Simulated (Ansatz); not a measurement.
C6H13, doublet, at a GFN2-xTB geometry; MP2/STO-3G (Ansatz, an electronic-structure program).

Input for Ansatz:
Ansatz 0.2 input:
```yaml
crystal:
  periodic: [false, false, false]
  atoms:
    - {symbol: C, position_ang: [2.41049035, -0.32170320, 0.91371510]}
    - {symbol: C, position_ang: [1.57151961, -0.25079038, -0.30065431]}
    - {symbol: C, position_ang: [0.40966998, 0.64866289, -0.43689128]}
    - {symbol: C, position_ang: [-0.94297859, -0.10718236, -0.47617380]}
    - {symbol: C, position_ang: [-2.08282331, 0.86576106, -0.76064173]}
    - {symbol: C, position_ang: [-1.17964219, -0.84108017, 0.83937272]}
    - {symbol: H, position_ang: [2.00808795, 0.30595260, 1.70571581]}
    - {symbol: H, position_ang: [2.49009629, -1.34802493, 1.28583334]}
    - {symbol: H, position_ang: [3.43638330, 0.00620230, 0.70744873]}
    - {symbol: H, position_ang: [1.79866639, -0.91867284, -1.11540489]}
    - {symbol: H, position_ang: [0.38518179, 1.36158618, 0.39012731]}
    - {symbol: H, position_ang: [0.48376161, 1.21555236, -1.37390764]}
    - {symbol: H, position_ang: [-0.89554694, -0.84346481, -1.28577866]}
    - {symbol: H, position_ang: [-3.03312958, 0.33734373, -0.80007415]}
    - {symbol: H, position_ang: [-2.14274236, 1.61918421, 0.02240389]}
    - {symbol: H, position_ang: [-1.93264884, 1.37097698, -1.71238927]}
    - {symbol: H, position_ang: [-1.23336327, -0.13316759, 1.66416326]}
    - {symbol: H, position_ang: [-2.11379835, -1.39776809, 0.80396475]}
    - {symbol: H, position_ang: [-0.36836326, -1.53770698, 1.03553720]}
basis:
  gaussian:
    orbitals: STO-3G
magnetization: {spin_polarized: true, initial_magnetization: 1}
correlation: {method: mp2, electrons: outside_noble_gas}
accuracy: high
```

**Question.** Write the output that Ansatz gives for this input, abridged.

**Answer.** 
```
Functional definition: HF
986 factors; integrals over basis functions are off by at most 4.8e-9 eV
mean field evaluation 1: about -6310.6764 eV, gradient 1.3e1 eV
mean field evaluation 2: about -6311.0940 eV, gradient 1.2e1 eV
mean field evaluation 4: about -6312.5886 eV, gradient 1.1e0 eV
mean field evaluation 8: about -6312.6044 eV, gradient 2.0e-2 eV
mean field -6312.60441030 eV, -231.9839332416 hartree, gradient 2.7e-8 eV, S^2 0.766036; 0 other end points of the search recorded, 0 dependent functions left out
6 core orbitals not correlated
reference -6312.60441030 eV, -231.9839332416 hartree; 19, 18 occupied and 18, 19 virtual orbitals, 986 factors
second order -7.93181112 eV of doubles, -0.00000000 eV of singles
Total energy: -6320.53622142 eV, -232.2754219238 hartree
```
